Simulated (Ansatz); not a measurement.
GeH$_{7}$NOSi, SMILES `N[SiH2][GeH2][OH]`, relaxed with RKS PBE0-D4/def2-TZVP in Ansatz 0.2.0 from a PBE-D4/def2-SVP geometry. The force threshold is 0.005 eV/Å; the program also tests the step.

Total charge 0; spin multiplicity 1.

Start:

```xyz
11

N    -1.595    0.731   -0.120
Si   -0.573    0.104    1.144
Ge    1.071   -0.959   -0.246
O     0.967    0.042   -1.780
H    -1.115    0.898   -1.013
H    -2.331    1.416    0.060
H     0.103    1.116    2.051
H    -1.312   -0.845    2.052
H     0.710   -2.389   -0.726
H     2.545   -0.947    0.269
H     1.530    0.834   -1.690
```

(1) By how much does the energy fall, and how many steps does the optimiser take? (Best estimate.)

(2) Which bonds change most? (An estimate is asked.)

(3) Give the relaxed structure. (An estimate is asked.)

Answers

(1) Computed: 8.84 kJ/mol, in 33 steps, 5 of them rejected.

(2) The calculation gave: Ge3–O4 from 1.835 to 1.802 Å; N1–Si2 from 1.742 to 1.715 Å; Si2–H7 from 1.518 to 1.495 Å; Si2–H8 from 1.507 to 1.488 Å.

(3) Ansatz gave: 
```xyz
11

N    -1.642    0.807   -0.053
Si   -0.621    0.099    1.129
Ge    1.128   -0.821   -0.201
O     1.102    0.334   -1.584
H    -1.205    1.160   -0.892
H    -2.464    1.332    0.194
H    -0.038    1.029    2.144
H    -1.344   -0.954    1.892
H     0.865   -2.242   -0.751
H     2.541   -0.817    0.425
H     1.678    0.071   -2.304
```
